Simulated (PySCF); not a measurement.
Homolysis of single bonds, series Sn OH-H. Gas-phase values, no solvent. One relaxed conformer stands for each flexible species; it need not be the lowest. Strings in code marks are SMILES.

The four lowest singlet excitations (Tamm–Dancoff). Level of theory: PySCF with PBE-D3(BJ)/def2-TZVP // r2SCAN-D4/def2-TZVP. Excitations are Tamm–Dancoff values on a coarser integration grid. The basis has no diffuse functions, so Rydberg states are missing or too high.

| state | energy (eV) | wavelength (nm) | oscillator strength |
|---|---|---|---|
| S1 | 5.40 | 230 | 0.052 |
| S2 | 5.49 | 226 | 0.031 |
| S3 | 5.49 | 226 | 0.031 |
| S4 | 6.45 | 192 | 0.012 |

**Question.** Name which member gives these states.
A. `[OH][SnH2][OH]` (H–O–Sn–O torsion -108°, O–Sn–O–H torsion 29°)
B. `[OH][SnH]([OH])[OH]`
C. `[OH][Sn]([OH])([OH])[OH]`
D. `[OH][SnH3]`

**Answer.** B, `[OH][SnH]([OH])[OH]`
